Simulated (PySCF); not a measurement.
**SMILES Cc1cccc(C=O)c1C=O, C9H8O2**

Molfile (atoms numbered from 1):
```
C9H8O2
     RDKit          3D

 19 19  0  0  0  0  0  0  0  0999 V2000
   -2.3944   -0.5895   -0.4779 C   0  0  0  0  0  0  0  0  0  0  0  0
   -1.0969    0.0769   -0.1333 C   0  0  0  0  0  0  0  0  0  0  0  0
   -1.1213    1.4403    0.1978 C   0  0  0  0  0  0  0  0  0  0  0  0
    0.0310    2.1403    0.5285 C   0  0  0  0  0  0  0  0  0  0  0  0
    1.2526    1.4776    0.5327 C   0  0  0  0  0  0  0  0  0  0  0  0
    1.3269    0.1200    0.2113 C   0  0  0  0  0  0  0  0  0  0  0  0
    2.7090   -0.4339    0.2596 C   0  0  0  0  0  0  0  0  0  0  0  0
    3.0754   -1.5613    0.0451 O   0  0  0  0  0  0  0  0  0  0  0  0
    0.1466   -0.5971   -0.1259 C   0  0  0  0  0  0  0  0  0  0  0  0
    0.2266   -2.0476   -0.4611 C   0  0  0  0  0  0  0  0  0  0  0  0
   -0.7288   -2.7225   -0.7717 O   0  0  0  0  0  0  0  0  0  0  0  0
   -2.3733   -1.0094   -1.4936 H   0  0  0  0  0  0  0  0  0  0  0  0
   -2.5976   -1.4448    0.1814 H   0  0  0  0  0  0  0  0  0  0  0  0
   -3.2208    0.1312   -0.4032 H   0  0  0  0  0  0  0  0  0  0  0  0
   -2.0834    1.9591    0.1923 H   0  0  0  0  0  0  0  0  0  0  0  0
   -0.0238    3.2014    0.7817 H   0  0  0  0  0  0  0  0  0  0  0  0
    2.1701    2.0148    0.7882 H   0  0  0  0  0  0  0  0  0  0  0  0
    3.4587    0.3504    0.5398 H   0  0  0  0  0  0  0  0  0  0  0  0
    1.2426   -2.4859   -0.4068 H   0  0  0  0  0  0  0  0  0  0  0  0
  1  2  1  0
  2  3  2  0
  3  4  1  0
  4  5  2  0
  5  6  1  0
  6  7  1  0
  7  8  2  0
  6  9  2  0
  9 10  1  0
 10 11  2  0
  9  2  1  0
  1 12  1  0
  1 13  1  0
  1 14  1  0
  3 15  1  0
  4 16  1  0
  5 17  1  0
  7 18  1  0
 10 19  1  0
M  END
```

Method used: TDDFT CAM-B3LYP/aug-cc-pVDZ circular dichroism and optical rotation, one conformer, gas phase in PySCF. Geometry: PBE0-D3(BJ)/def2-SVP.

No stereocentre is labelled: unless the shape is locked (an allene, a helicene, a hindered biaryl), the mirror image is equally populated and a measured rotation or CD is zero.

Task: Draw the ECD and absorption spectra from the lowest 12 states, each a Gaussian of half-width 0.35 eV at 1/e height.

Result: 
| E (eV) | λ (nm) | Δε (L mol⁻¹ cm⁻¹) | ε (L mol⁻¹ cm⁻¹) |
| --- | --- | --- | --- |
| 2.66 | 467 | 0.00 | 1.02 |
| 2.81 | 442 | 0.00 | 2.89 |
| 2.96 | 419 | +0.01 | 5.68 |
| 3.11 | 399 | +0.01 | 7.73 |
| 3.26 | 381 | +0.02 | 7.35 |
| 3.41 | 364 | +0.02 | 5.3 |
| 3.56 | 348 | +0.04 | 6.06 |
| 3.71 | 334 | +0.06 | 28 |
| 3.86 | 321 | +0.06 | 150 |
| 4.01 | 309 | +0.05 | 583 |
| 4.16 | 298 | +0.02 | 1600 |
| 4.31 | 288 | 0.00 | 3130 |
| 4.46 | 278 | -0.02 | 4620 |
| 4.61 | 269 | -0.03 | 5730 |
| 4.76 | 261 | -0.04 | 6710 |
| 4.91 | 253 | -0.07 | 7250 |
| 5.06 | 245 | -0.08 | 6370 |
| 5.21 | 238 | -0.08 | 4260 |
| 5.36 | 231 | -0.03 | 2780 |
| 5.51 | 225 | +0.12 | 4160 |
| 5.66 | 219 | +0.38 | 10100 |
| 5.81 | 213 | +0.61 | 20200 |
| 5.96 | 208 | +0.53 | 29700 |
| 6.11 | 203 | +0.12 | 31500 |
| 6.26 | 198 | -0.28 | 24200 |
| 6.41 | 193 | -0.37 | 13600 |
| 6.56 | 189 | -0.23 | 6030 |
| 6.71 | 185 | -0.09 | 3030 |

Δε uses R in velocity form, ε uses f in length form. Only the states computed contribute, so the short-wavelength end is incomplete.
